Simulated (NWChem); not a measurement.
System meant: TaSClF2; SMILES [S]=[Ta]([F])([Cl])[F]

Input file for NWChem:

```
start job
memory heap 200 mb stack 900 mb global 1100 mb
geometry units angstroms noautoz
  Ta    -0.088422    -0.006937     0.000000
  S      1.287377    -1.680965     0.000000
  F     -1.131001    -0.147036     1.555905
  F     -1.131001    -0.147036    -1.555905
  Cl     1.171562     1.917815     0.000000
end
basis spherical
  * library def2-svp
end
ecp
  Ta library def2-ecp
end
dft
  odft
  mult 2
  xc pbe0
  iterations 150
  mulliken
end
task dft energy
```

End of the output:

```
                                 NWChem DFT Module
                                 -----------------

 Summary of "ao basis" -> "ao basis" (spherical)
 ------------------------------------------------------------------------------
       Tag                 Description            Shells   Functions and Types
 ---------------- ------------------------------  ------  ---------------------
 Ta                         def2-svp                12       32   6s3p2d1f
 S                          def2-svp                 8       18   4s3p1d
 F                          def2-svp                 6       14   3s2p1d
 Cl                         def2-svp                 8       18   4s3p1d

 Summary of "ao basis" -> "ao basis" (spherical)
 ------------------------------------------------------------------------------
       Tag                 Description            Shells   Functions and Types
 ---------------- ------------------------------  ------  ---------------------
 Ta                         def2-svp                12       32   6s3p2d1f
 S                          def2-svp                 8       18   4s3p1d
 F                          def2-svp                 6       14   3s2p1d
 Cl                         def2-svp                 8       18   4s3p1d

      Symmetry analysis of basis
      --------------------------

        a'         62
        a"         34

  number of electrons :                   64
  multiplicity        :                    2
 ------------------------------------------------------------------------
  no. of electrons and multiplicity not compatible                  64
 ------------------------------------------------------------------------
 ------------------------------------------------------------------------
  current input line :
    23: task dft energy
 ------------------------------------------------------------------------
 ------------------------------------------------------------------------
 There is an error in the input file
 ------------------------------------------------------------------------
 For more information see the NWChem manual at https://nwchemgit.github.io

0: no. of electrons and multiplicity not compatible:Received an Error in Communication
```

Question: Can this run be used? If not, why, and what is the fix?

Answer: The program refused the input. Cause: the multiplicity doesn't fit the number of electrons (an even count wants an odd multiplicity, and the reverse). This input runs:
```
start job
memory heap 200 mb stack 900 mb global 1100 mb
geometry units angstroms noautoz
  Ta    -0.088422    -0.006937     0.000000
  S      1.287377    -1.680965     0.000000
  F     -1.131001    -0.147036     1.555905
  F     -1.131001    -0.147036    -1.555905
  Cl     1.171562     1.917815     0.000000
end
basis spherical
  * library def2-svp
end
ecp
  Ta library def2-ecp
end
dft
  xc pbe0
  iterations 150
  mulliken
end
task dft energy
```
It converges to -1114.44654 Ha (PBE0/def2-SVP with def2 effective core potentials on Ta).
